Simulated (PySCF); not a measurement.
C3H2N (SMILES C=[C]C#N), doublet (typed; the unrestricted solution is spin-contaminated), geometry from GFN2-xTB. Base run: CCSD(T)/6-31G (PySCF).

The PySCF input:
```python
from pyscf import gto, scf, cc

mol = gto.M(
    atom='''
C    -0.15895887   -1.79696753    0.01837023
C    -0.04522191   -0.51121592    0.00522611
C     0.07111146    0.80388707   -0.00821806
H    -1.12145639   -2.29501249    0.00644536
H     0.70119490   -2.45587860    0.04212256
N     0.17409677    1.96809562   -0.02011966
''',
    basis='6-31g',
    spin=1,
    verbose=4,
)

mf = scf.UHF(mol)
mf.kernel()

mycc = cc.CCSD(mf)
mycc.kernel()
et = mycc.ccsd_t()
print('E(CCSD(T)) = %.10f' % (mycc.e_tot + et))
mf.analyze()
```

Q: The base was run again with changes. Order these runs by total energy, lowest first: method = mp2 | frozen = 4 | method = cisd.

A: frozen = 4 (ΔE vs base (kcal/mol) 3.04), method = cisd (ΔE vs base (kcal/mol) 43.65), method = mp2 (ΔE vs base (kcal/mol) 46.58)

Open shells are given as the SCF converged; they aren't shown to be the lowest states, and a large step between rows can be another state.
